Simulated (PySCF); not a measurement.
BBr2, SMILES [B](Br)Br (connectivity only; charge and spin as stated), charge +1, multiplicity 1. The structure is a stationary point at B3LYP-D3(BJ)/def2-TZVP. The spin state was assumed, not searched. The isomer is the one that the SMILES or the coordinates give; other isomers of the formula were not compared.

Level of theory: PySCF 2.14.0 with B3LYP-D3(BJ)/def2-TZVP.

Harmonic wavenumbers (cm⁻¹): 277, 277, 331, 1261. Rotational constants (GHz): 1.013 (linear); symmetry number 2.

Work out the zero-point energy and the ideal-gas rigid-rotor harmonic-oscillator thermochemistry at 298.15 K and 1 atm.

ZPE = ½ Σ hcν = ½ × 2147 cm⁻¹ = 12.84 kJ/mol. H − E(el) = 24.91 kJ/mol. Entropy in J/(mol K): translation 172.84, rotation 75.06, vibration 18.35, total 266.25. G − E(el) = -54.47 kJ/mol. Cp = 50.91 J/(mol K).
